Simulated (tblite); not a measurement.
Isomers of C7H4NOS (doublet state). Computed values, GFN2-xTB/tblite, gas phase, harmonic and unscaled. The method is semi-empirical: single wavenumbers can be off by several per cent or more. One conformer each. Open shells enter through the occupations alone, without spin polarisation, and single modes of such species can be off by tens of per cent.

Electronic energies: GFN2-xTB at the same geometries; isomer energies are rough at this level and their order can be wrong.

| SMILES | electronic energy, lowest = 0 (kcal/mol) |
| --- | --- |
| Oc1[c]cc2sncc2c1 | 26.2 |
| Oc1ccc2sn[c]c2c1 | 22.6 |
| [O]c1ccc2sncc2c1 | 0.0 |

Problem. How do GFN2-xTB zero-point energies change the relative energies?

Solution. 
```csv
SMILES,ZPE (kcal/mol),of it from modes above 1550 cm⁻¹,electronic (kcal/mol),"with ZPE, lowest = 0 (kcal/mol)",lowest mode (cm⁻¹),rings
[O]c1ccc2sncc2c1,56.8,22.2,0.0,0.0,99,2
Oc1ccc2sn[c]c2c1,56.8,22.9,22.6,22.6,120,2
Oc1[c]cc2sncc2c1,56.5,20.6,26.2,25.8,112,2
```

The zero-point energies span 0.3 kcal/mol, from `Oc1[c]cc2sncc2c1` to `Oc1ccc2sn[c]c2c1`. The order is unchanged.

Problem. What do entropy and thermal enthalpy add at 298.15 K and 1 bar (rigid rotor, harmonic oscillator, one conformer each)?

Solution. 
| SMILES | point group | symmetry number | S (cal/(mol K)) | H − H(0) (kcal/mol) | ZPE + H − H(0) − TS (kcal/mol) |
| --- | --- | --- | --- | --- | --- |
| [O]c1ccc2sncc2c1 | Cs | 1 | 88.2 | 5.39 | 35.9 |
| Oc1ccc2sn[c]c2c1 | Cs | 1 | 88.4 | 5.50 | 36.0 |
| Oc1[c]cc2sncc2c1 | Cs | 1 | 88.6 | 5.52 | 35.6 |

S holds R ln(2S + 1) for the spin.
